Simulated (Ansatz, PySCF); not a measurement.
Gas-phase reaction R1 → P1, each structure at its B3LYP-D3(BJ)/def2-TZVP stationary point, reached from a drawn start; harmonic modes at that level show minima.
R1, C4H4 (SMILES C#CC=C) (charge 0, multiplicity 1, Z-matrix in Å and degrees):
```
C
C 1 1.3340
H 2 1.0814 1 120.81
H 2 1.0819 3 117.66 1 -180.00
H 1 1.0857 2 119.68 3 0.00
C 1 1.4196 5 115.93 2 -180.00
C 6 1.2029 5 151.14 1 -180.00
H 7 1.0621 5 161.96 1 -180.00
```
P1, C4H4 (SMILES C=C=C=C) (charge 0, multiplicity 1):
| atom | x (Å) | y (Å) | z (Å) |
|---|---|---|---|
| C | 1.8945 | -0.2974 | 0.3150 |
| C | 0.6158 | -0.0967 | 0.1024 |
| C | -0.6158 | 0.0967 | -0.1024 |
| C | -1.8945 | 0.2974 | -0.3150 |
| H | 2.2422 | -0.8734 | 1.1651 |
| H | 2.6482 | 0.1058 | -0.3520 |
| H | -2.2422 | 0.8735 | -1.1651 |
| H | -2.6482 | -0.1058 | 0.3520 |

P less R. No zero-point or thermal terms.

Correlated levels freeze the cores. CBS(a, b) extrapolates the correlation energy as X⁻³ and adds the Hartree–Fock energy of set b.

Programs: Ansatz (Gaussian basis) for Hartree–Fock, density functionals and correlated methods; PySCF for the D3/D4 terms. No computed number here is a measurement.

The comparison value is 8.37 kcal/mol (CCSD(T)/CBS(cc-pVTZ, cc-pVQZ)). It is a level with limits of its own, not the exact answer.

Question: Order these levels by how close they come to the comparison value for the reaction energy, closest first: BLYP-D3(BJ)/def2-TZVPP, B3LYP/def2-TZVPP, BHLYP-D4/def2-TZVPP, PBE/def2-TZVPP, CAM-B3LYP/def2-TZVPP. Give each level's value less the comparison value.

Answer: BHLYP-D4/def2-TZVPP (-1.74 kcal/mol), CAM-B3LYP/def2-TZVPP (-2.52 kcal/mol), B3LYP/def2-TZVPP (-5.01 kcal/mol), BLYP-D3(BJ)/def2-TZVPP (-6.78 kcal/mol), PBE/def2-TZVPP (-7.50 kcal/mol)

Ansatz is a quantum-chemistry and plane-wave program.
